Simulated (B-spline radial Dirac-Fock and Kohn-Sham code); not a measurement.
K-line shifts caused by a second vacancy in Fe

System: the Fe atom, configuration [Ar] 3d6 4s2.

The run's input, task.json:

```json
{"items": [{
  "Z": 26,
  "q": 0,
  "cfg": [[1, 0, 2], [2, 0, 2], [2, 1, 6], [3, 0, 2], [3, 1, 6], [3, 2, 6], [4, 0, 2]],
  "A": 56,
  "rrms": 3.7377,
  "do": ["binding", "quiet", "double"]
}]}
```

Run with: `python xray_run.py task.json out`

Method: multi-electron Dirac-Fock with separately optimised hole states, Breit and Lamb-shift corrections added in first order. Computed with a radial B-spline solver. Each two-hole energy is an average over J within one jj subconfiguration, not an observable level; in light atoms, where LS coupling holds, the j-resolved values are not observed lines, and for a K spectator the Kα1 hypersatellite is nearly forbidden. Correlation energy is missing from these numbers.

Lines without a spectator: Kα2 (K-L2) 6389.6 eV, Kα1 (K-L3) 6401.8 eV, Kβ3 (K-M2) 7053.4 eV, Kβ1 (K-M3) 7054.9 eV. Shifts in eV with one spectator hole (a dash: not computed, or left out as unreliable):

| spectator hole | Kα2 | Kα1 | Kβ3 | Kβ1 |
| --- | --- | --- | --- | --- |
| K (1s) | +272.4 | +274.5 | +339.1 | +339.5 |
| L2 (2p1/2) | +24.93 | +30.6 | – | +68.9 |
| L3 (2p3/2) | +28.49 | +27.27 | +66.7 | – |
| M2 (3p1/2) | – | +2.06 | +4.46 | +5.98 |
| M3 (3p3/2) | +1.88 | – | +5.64 | +5.23 |

With n spectator holes in 2p, averaged over the 2p shell (energies in eV):

| n | KαLⁿ | step | hypersatellite KαʰLⁿ |
| --- | --- | --- | --- |
| 0 | 6397.7 | – | 6671.5 |
| 1 | 6426.0 | +28.3 | 6700.9 |
| 2 | 6455.4 | +29.3 | 6731.5 |
| 3 | 6485.8 | +30.4 | 6763.1 |
| 4 | 6517.3 | +31.5 | 6795.8 |
| 5 | 6550.0 | +32.6 | 6829.6 |
